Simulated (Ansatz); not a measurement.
`C[SiH2]SSC` + `COB[SiH3]` → `C[SiH2]OB[SiH3]` + `CSSC`  (formal exchange of groups at the Si–S bond)

Isolated molecules relaxed with PBE0-D4/def2-TZVP in Ansatz; ΔE leaves out vibrations. CBS: MP2 limit from def2 TZ/QZ plus the TZ coupled-cluster correction, frozen cores. DFT in def2-TZVPP. HSE06 is defined as in plane-wave codes. One conformer a species, not always the lowest.

`C[SiH2]SSC`:

Cartesian coordinates in Å:
```
C -0.067 1.292 1.929
Si -1.080 0.744 0.467
S -0.063 1.091 -1.393
S 1.494 -0.221 -1.080
C 0.843 -1.745 -1.783
H 0.127 2.366 1.883
H 0.888 0.765 1.943
H -0.597 1.074 2.860
H -2.347 1.520 0.361
H -1.405 -0.705 0.564
H -0.051 -2.069 -1.251
H 1.629 -2.494 -1.658
H 0.629 -1.619 -2.844
```

`COB[SiH3]`:

Cartesian coordinates in Å:
```
C 1.970 -0.809 -0.066
O 0.859 0.045 -0.269
B -0.355 -0.219 0.235
Si -1.872 1.074 -0.122
H 2.759 -0.245 0.435
H 2.338 -1.141 -1.038
H 1.694 -1.676 0.540
H -0.509 -1.224 0.888
H -2.975 0.375 -0.843
H -2.442 1.561 1.168
H -1.466 2.258 -0.928
```

`C[SiH2]OB[SiH3]`:

Cartesian coordinates in Å:
```
C -2.251 0.983 0.324
Si -1.227 -0.245 1.268
O 0.251 -0.526 0.550
B 0.858 -0.067 -0.558
Si 2.720 -0.707 -1.059
H -2.463 0.635 -0.689
H -1.753 1.952 0.256
H -3.205 1.129 0.839
H -1.908 -1.562 1.346
H -0.936 0.241 2.640
H 0.283 0.736 -1.257
H 3.294 -1.694 -0.103
H 2.691 -1.331 -2.414
H 3.648 0.458 -1.143
```

`CSSC`:

```xyz
10

C     1.833   -0.256    0.265
S     0.438   -0.657    1.338
S    -0.883    0.835    0.968
C    -1.793    0.240   -0.473
H     1.554   -0.319   -0.787
H     2.219    0.737    0.494
H     2.603   -1.002    0.473
H    -2.564    0.986   -0.677
H    -1.143    0.154   -1.344
H    -2.265   -0.718   -0.258
```

| level | ΔE (kJ/mol) |
| --- | --- |
| B97M-V | -71.3 |
| HSE06 | -65.1 |

Q: What does CCSD(T)/CBS give? (An estimate is asked.)

A: The calculation gave: -72.6 kJ/mol. The listed levels differ from it by 1.3, 7.5 kJ/mol.

Q: What do rigid-rotor, harmonic-oscillator terms from PBE0-D4/def2-TZVP frequencies (298.15 K, 1 bar) make of the CCSD(T)/CBS value? (Best estimate.)

A: Computed: ΔZPE = -3.7 kJ/mol, ΔH = -75.9 kJ/mol, ΔS = 4 J/(mol·K), ΔG = -77.2 kJ/mol. Modes under 50 cm⁻¹ make the entropy rough.

Largest T1 diagnostic among the species: 0.014.

The D4 term adds +3.5 kJ/mol with B3LYP and +2.0 kJ/mol with PBE0; it sums over pairs of atoms, weighted by their polarisabilities, and B3LYP, whose exchange is more repulsive, gets the larger term. From BLYP to BHLYP (50 % exact exchange), in def2-TZVPP and without D4, ΔE moves by −7.9 kJ/mol. Leaving LDA and LC-ωPBE aside and taking each functional with its dispersion term where it has one, the values, not all of them listed here, spread over 16.0 kJ/mol, from BHLYP-D4 to PBE-D4.

B3LYP here is the variant with VWN-RPA as its local correlation; programs differ in this.
